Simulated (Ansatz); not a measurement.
**Molecular dynamics of CH₆O₂Si₂**

input.yaml

```yaml
crystal:
  periodic: [false, false, false]
  atoms:
    - { symbol: C, position_ang: [0.603487, 1.080664, 0.167241] }
    - { symbol: O, position_ang: [-0.82923, 1.147801, 0.473313] }
    - { symbol: Si, position_ang: [-1.427356, -0.472102, 0.534202] }
    - { symbol: O, position_ang: [-0.500795, -1.353721, -0.590662] }
    - { symbol: Si, position_ang: [0.968618, -0.512858, -0.8142] }
    - { symbol: H, position_ang: [1.204996, 1.110657, 1.099422] }
    - { symbol: H, position_ang: [0.865417, 1.990858, -0.402013] }
    - { symbol: H, position_ang: [-1.279706, -1.041005, 1.865177] }
    - { symbol: H, position_ang: [-2.829569, -0.464569, 0.179932] }
    - { symbol: H, position_ang: [1.201976, -0.289282, -2.225053] }
    - { symbol: H, position_ang: [2.087462, -1.253644, -0.266758] }
basis:
  gaussian: { orbitals: STO-3G }
hamiltonian:
  xc: pbe0
md:
  timestep: 0.5
  n_steps: 400
  ensemble: nvt_nose_hoover
  temperature: 300.0
  initial_velocities: maxwell_boltzmann
  seed: 778677
  nose_hoover: { tau: 300.0, chain_length: 5 }
scf:
  lower_state_search: "off"
```

Run as:

```bash
$ ansatz run input.yaml --threads 1 --pin off --max-ram 2048MiB --backend cpu --events-out ev --progress --plain --runs-dir out
```

It starts from a relaxed structure.

Output, in part (step lines, the closing report, with atoms numbered from 0):

```
md step     0: t =     0.00 fs  T =   300.0 K  F+E_penalty+E_count = -20722.02687702 eV  E_kin = 0.349002 eV  conserved = -20721.67787502 eV  (13 SCF iters)
md step     1: t =     0.50 fs  T =   292.6 K  F+E_penalty+E_count = -20722.01813613 eV  E_kin = 0.340422 eV  conserved = -20721.67771365 eV  (19 SCF iters)
md step     2: t =     1.00 fs  T =   272.4 K  F+E_penalty+E_count = -20721.99425307 eV  E_kin = 0.316907 eV  conserved = -20721.67734573 eV  (19 SCF iters)
md step     3: t =     1.50 fs  T =   244.1 K  F+E_penalty+E_count = -20721.96092159 eV  E_kin = 0.284028 eV  conserved = -20721.67689364 eV  (19 SCF iters)
md step     4: t =     2.00 fs  T =   213.8 K  F+E_penalty+E_count = -20721.92523004 eV  E_kin = 0.248754 eV  conserved = -20721.67647666 eV  (13 SCF iters)
md step     5: t =     2.50 fs  T =   187.0 K  F+E_penalty+E_count = -20721.89376452 eV  E_kin = 0.217579 eV  conserved = -20721.67618687 eV  (12 SCF iters)
md step     6: t =     3.00 fs  T =   167.7 K  F+E_penalty+E_count = -20721.87112538 eV  E_kin = 0.195050 eV  conserved = -20721.67607752 eV  (13 SCF iters)
md step     7: t =     3.50 fs  T =   157.2 K  F+E_penalty+E_count = -20721.85904813 eV  E_kin = 0.182889 eV  conserved = -20721.67616303 eV  (12 SCF iters)
[... lines left out ...]
md step   397: t =   198.50 fs  T =   157.0 K  F+E_penalty+E_count = -20721.81819137 eV  E_kin = 0.182637 eV  conserved = -20721.67611466 eV  (13 SCF iters)
md step   398: t =   199.00 fs  T =   167.0 K  F+E_penalty+E_count = -20721.82991449 eV  E_kin = 0.194228 eV  conserved = -20721.67646263 eV  (13 SCF iters)
md step   399: t =   199.50 fs  T =   179.5 K  F+E_penalty+E_count = -20721.84473627 eV  E_kin = 0.208851 eV  conserved = -20721.67689189 eV  (13 SCF iters)
md step   400: t =   200.00 fs  T =   189.1 K  F+E_penalty+E_count = -20721.85598971 eV  E_kin = 0.220046 eV  conserved = -20721.67719665 eV  (20 SCF iters)
Total energy: -20721.85600636 eV, -761.5141624552 hartree
Atom 0 at     0.571186     1.150669     0.030859 Å, force    -0.262345    -0.154848    -0.435055 eV/Å
Atom 1 at    -0.738700     1.081011     0.658121 Å, force    -0.300696     0.670810    -0.090240 eV/Å
Atom 2 at    -1.467467    -0.457061     0.484815 Å, force     0.784085    -0.141432    -0.086430 eV/Å
Atom 3 at    -0.492728    -1.379730    -0.586073 Å, force    -0.190496     0.432509     0.139619 eV/Å
Atom 4 at     0.981527    -0.522986    -0.797630 Å, force    -0.964868     0.447455     0.966815 eV/Å
Atom 5 at     1.291961     1.465976     0.792133 Å, force     0.530601    -0.258867     0.418423 eV/Å
Atom 6 at     0.595924     1.983213    -0.694158 Å, force    -0.229584     0.047067    -0.318845 eV/Å
Atom 7 at    -1.486046    -0.984244     1.816474 Å, force    -0.060203    -0.547607     0.406808 eV/Å
Atom 8 at    -2.831819    -0.348794     0.062725 Å, force    -0.368690     0.022051    -0.350839 eV/Å
Atom 9 at     1.271818    -0.408686    -2.184698 Å, force     0.358525    -0.094722    -0.616224 eV/Å
Atom 10 at     1.986580    -1.152604    -0.008438 Å, force     0.703670    -0.422416    -0.034032 eV/Å
Dipole moment:     0.182664    -0.061293    -0.139815 e Å
```

The steps, from the saved trajectory:

```json
{"time (fs)": "0.0", "T (K)": "300", "potential energy less start (eV)": "0.000", "conserved less start (meV/atom)": "0.00"}
{"time (fs)": "6.5", "T (K)": "130", "potential energy less start (eV)": "0.199", "conserved less start (meV/atom)": "0.08"}
{"time (fs)": "13.0", "T (K)": "145", "potential energy less start (eV)": "0.181", "conserved less start (meV/atom)": "0.10"}
{"time (fs)": "19.5", "T (K)": "205", "potential energy less start (eV)": "0.111", "conserved less start (meV/atom)": "0.02"}
{"time (fs)": "26.0", "T (K)": "180", "potential energy less start (eV)": "0.141", "conserved less start (meV/atom)": "0.06"}
{"time (fs)": "32.5", "T (K)": "141", "potential energy less start (eV)": "0.187", "conserved less start (meV/atom)": "0.10"}
{"time (fs)": "39.0", "T (K)": "154", "potential energy less start (eV)": "0.172", "conserved less start (meV/atom)": "0.06"}
{"time (fs)": "45.5", "T (K)": "170", "potential energy less start (eV)": "0.154", "conserved less start (meV/atom)": "0.07"}
{"time (fs)": "52.0", "T (K)": "118", "potential energy less start (eV)": "0.216", "conserved less start (meV/atom)": "0.13"}
{"time (fs)": "58.5", "T (K)": "157", "potential energy less start (eV)": "0.170", "conserved less start (meV/atom)": "0.07"}
{"time (fs)": "65.0", "T (K)": "117", "potential energy less start (eV)": "0.219", "conserved less start (meV/atom)": "0.12"}
{"time (fs)": "71.5", "T (K)": "176", "potential energy less start (eV)": "0.150", "conserved less start (meV/atom)": "0.11"}
{"time (fs)": "78.0", "T (K)": "142", "potential energy less start (eV)": "0.191", "conserved less start (meV/atom)": "0.10"}
{"time (fs)": "84.5", "T (K)": "129", "potential energy less start (eV)": "0.207", "conserved less start (meV/atom)": "0.14"}
{"time (fs)": "91.0", "T (K)": "156", "potential energy less start (eV)": "0.177", "conserved less start (meV/atom)": "0.11"}
{"time (fs)": "97.5", "T (K)": "161", "potential energy less start (eV)": "0.172", "conserved less start (meV/atom)": "0.09"}
{"time (fs)": "104.0", "T (K)": "148", "potential energy less start (eV)": "0.189", "conserved less start (meV/atom)": "0.15"}
{"time (fs)": "110.5", "T (K)": "141", "potential energy less start (eV)": "0.198", "conserved less start (meV/atom)": "0.12"}
{"time (fs)": "117.0", "T (K)": "178", "potential energy less start (eV)": "0.156", "conserved less start (meV/atom)": "0.07"}
{"time (fs)": "123.5", "T (K)": "125", "potential energy less start (eV)": "0.221", "conserved less start (meV/atom)": "0.16"}
{"time (fs)": "130.0", "T (K)": "156", "potential energy less start (eV)": "0.186", "conserved less start (meV/atom)": "0.12"}
{"time (fs)": "136.5", "T (K)": "144", "potential energy less start (eV)": "0.201", "conserved less start (meV/atom)": "0.07"}
{"time (fs)": "143.0", "T (K)": "156", "potential energy less start (eV)": "0.190", "conserved less start (meV/atom)": "0.15"}
{"time (fs)": "149.5", "T (K)": "174", "potential energy less start (eV)": "0.172", "conserved less start (meV/atom)": "0.13"}
{"time (fs)": "156.0", "T (K)": "124", "potential energy less start (eV)": "0.231", "conserved less start (meV/atom)": "0.07"}
{"time (fs)": "162.5", "T (K)": "155", "potential energy less start (eV)": "0.197", "conserved less start (meV/atom)": "0.12"}
{"time (fs)": "169.0", "T (K)": "153", "potential energy less start (eV)": "0.202", "conserved less start (meV/atom)": "0.15"}
{"time (fs)": "175.5", "T (K)": "192", "potential energy less start (eV)": "0.158", "conserved less start (meV/atom)": "0.06"}
{"time (fs)": "182.0", "T (K)": "132", "potential energy less start (eV)": "0.232", "conserved less start (meV/atom)": "0.12"}
{"time (fs)": "188.5", "T (K)": "146", "potential energy less start (eV)": "0.217", "conserved less start (meV/atom)": "0.14"}
{"time (fs)": "195.0", "T (K)": "181", "potential energy less start (eV)": "0.179", "conserved less start (meV/atom)": "0.07"}
```

The run went to its last step. The conserved energy stayed within 0.17 meV per atom of its start (net change 0.062 meV per atom), so the integration is sound. The mean temperature of the second half is 47 % below the set value. A run of 0.2 ps of so small a system gives no equilibrium averages. Limits of this set-up: minimal basis.

The same pairs are bonded in the first frame and the last. Pairs count as bonded within 1.25 times the sum of covalent radii (0.12 Å more for H–H).

Last frame:

```xyz
11
Properties=species:S:1:pos:R:3
C 0.571 1.151 0.031
O -0.739 1.081 0.658
Si -1.468 -0.457 0.485
O -0.493 -1.380 -0.586
Si 0.982 -0.523 -0.798
H 1.292 1.466 0.792
H 0.596 1.983 -0.694
H -1.486 -0.984 1.817
H -2.832 -0.349 0.063
H 1.272 -0.409 -2.185
H 1.987 -1.153 -0.008
```

Time of the run: 9.9 min on 1 thread of Arm Neoverse V2, on a shared host, peak memory 0.09 GiB.
